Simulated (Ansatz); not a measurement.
System: sum formula SiN2H5F2, charge 1, multiplicity 1. It need not be the lowest isomer of its formula. 
Coordinates optimised at B3LYP-D3(BJ)/def2-TZVP (Ansatz, a first-principles code):
```
Si
F 1 1.5634
F 1 1.5634 2 114.64
N 1 1.6503 2 115.32 3 -137.53
H 4 1.0103 1 122.89 2 -13.19
H 4 1.0103 5 112.44 1 -165.16
N 1 1.8787 2 98.78 3 103.93
H 7 1.0234 1 111.92 2 61.56
H 7 1.0234 8 106.99 1 -122.94
H 7 1.0246 8 107.10 9 -114.57
```
Charge +1, spin multiplicity 1.

Parts of the frozen-core correlation energy in cc-pV(T+d)Z (Ansatz, hartree). Frozen orbitals: 9; correlated occupied orbitals by spin: 16 and 16; virtual: 204 and 204. No spin-orbit coupling. Non-relativistic.

```
term                            value
-------------------------  ----------
reference (HF)             -599.75308
MP2 opposite-spin                 ___
MP2 same-spin                     ___
CCSD correlation                  ___
(T)                          -0.03397
T1 diagnostic                   0.010
largest doubles amplitude       0.024
```

What belongs in the gaps?


- MP2 opposite-spin, value: -0.78046
- MP2 same-spin, value: -0.26125
- CCSD correlation, value: -1.06173
